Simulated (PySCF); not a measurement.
Computed spin Hamiltonian

Species: C5H8Si (charge +1 and doublet state).
Geometry (GFN2-xTB, Å), atoms numbered from 1 in this order:
```xyz
14
C5H8Si angstrom
C      2.2475    0.0140    0.7486
Si     0.6991   -0.1511   -0.3098
C     -0.6075    1.2678   -0.0705
C     -1.8356    0.7698    0.1870
C     -1.8811   -0.6262    0.4873
C     -0.6903   -1.2616    0.4747
H      2.9039    0.7951    0.3671
H      2.8253   -0.9094    0.7455
H      2.0152    0.2543    1.7870
H      0.7573   -0.4559   -1.7340
H     -0.3684    2.3162   -0.1273
H     -2.7335    1.3752    0.1527
H     -2.8152   -1.1359    0.6913
H     -0.5172   -2.2527    0.8583
```

Identity: `C[Si@@H]1C=C[CH][CH+]1` [radical] (charge +1).

Theory: UKS B3LYP, pcH-1 on C H Si, non-relativistic, mean-field spin-orbit, GIAO (PySCF 2.14.0). One conformer (not necessarily the lowest) at the GFN2-xTB geometry, without solvent, vibrations or thermal averaging. The geometry wasn't refined by DFT: couplings that depend on bond lengths, twists or pyramidal angles can differ widely from those at the functional's own minimum, by a factor of two or more for some ions and for spin on atoms past the first row. No stability test was run, so a lower SCF solution isn't excluded.

```
g1, g2, g3                      : 2.00262, 2.00286, 2.00305
g_iso                           : 2.00284
Form of g                       : rhombic: the two nearest values differ by 44 % of g3 − g1
⟨S²⟩                            : 0.7634 (exact 0.7500)
HOMO–LUMO gap, α and β orbitals : 4.89, 3.50 eV
Total energy                    : -484.53059 Eh
Basis functions                 : 240
```

Isotropic coupling and dipolar principal values T1 to T3, in MHz; ρ(0) is the spin density at the nucleus:

```csv
atom,isotope,a_iso,of which spin–orbit,T1,T2,T3,Mulliken spin population,ρ(0) (bohr⁻³)
C1,13C,-0.4,0.0,-0.8,0.0,0.7,0.00,-0.0004
Si2,29Si,26.8,-0.1,-1.2,-0.8,2.0,-0.03,-0.0302
C3,13C,38.1,0.0,-38.0,-37.0,75.1,0.46,0.0340
C4,13C,-3.8,0.0,-9.2,-7.4,16.6,0.07,-0.0034
C5,13C,-3.9,0.0,-9.3,-7.5,16.8,0.07,-0.0034
C6,13C,38.3,0.0,-38.1,-37.1,75.2,0.46,0.0341
H7,1H,4.6,0.0,-1.4,-0.9,2.3,0.00,0.0010
H8,1H,4.6,0.0,-1.4,-0.9,2.3,0.00,0.0010
H9,1H,0.1,0.0,-1.9,-1.3,3.2,0.00,0.0000
H10,1H,-10.3,0.0,-2.9,-1.0,3.9,0.00,-0.0023
H11,1H,-19.4,0.0,-18.3,-3.3,21.6,-0.02,-0.0043
H12,1H,0.2,0.0,-7.0,-3.3,10.3,0.00,0.0000
H13,1H,0.3,0.0,-7.0,-3.3,10.3,0.00,0.0001
H14,1H,-19.3,0.0,-18.3,-3.3,21.6,-0.02,-0.0043
```

Largest spin populations (Mulliken): C6 (+0.46), C3 (+0.46), C5 (+0.07) and C4 (+0.07).

C5, the radical centre as drawn in `C[Si@@H]1C=C[CH][CH+]1`, holds a spin population of +0.07 out of 1.

Axes: g1 points within 15° of the C6–H14 bond.

Under fast tumbling the dipolar parts average out, and these isotropic splittings remain: 2 × 1H (H11/H14, I = 1/2, 3 lines) with 0.69 mT, 1 × 1H (H10, I = 1/2, 2 lines) with 0.37 mT and 3 × 1H (H7/H8/H9, I = 1/2, 4 lines) with 0.11 mT.

Means are taken over nuclei equivalent by connectivity, which assumes that they swap fast.

The 29Si coupling of Si2 (26.8 MHz) shows only in satellite lines or after enrichment, since that isotope makes up about 4.7 % of natural silicon.

The 13C coupling of C3/C6 (mean 38.2 MHz) shows only in satellite lines or after enrichment, since that isotope makes up about 1.07 % of natural carbon.

Examples of negative spin density at the nucleus (bohr⁻³): Si2 (-0.0302), H11/H14 (-0.0043) and C4/C5 (-0.0034).
